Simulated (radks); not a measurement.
Question: Dy LXVI, configuration 1s1. Calculated with a radial shooting solver on a logarithmic mesh with Libxc functionals: scalar-relativistic Kohn-Sham, LB94 model potential, spin-polarised, spherical densities, finite nucleus; open shells are filled with parallel spins first (spin-orbit coupling, left out, can overturn this in heavy ions); Fermi nuclear charge, rms radius 5.2218 fm. Some entries of the table are withheld. Estimate them.

orbital,occ.,eigenvalue (eV),<r^2> (bohr^2)
1s up,1,(1),(2)
2s up,0,-15964.92,0.008227
2p up,0,-15239.06,(3)

Answer: 
(1) 1s up eigenvalue (eV): -63004.39
(2) 1s up <r^2> (bohr^2): 0.0005936
(3) 2p up <r^2> (bohr^2): 0.006348
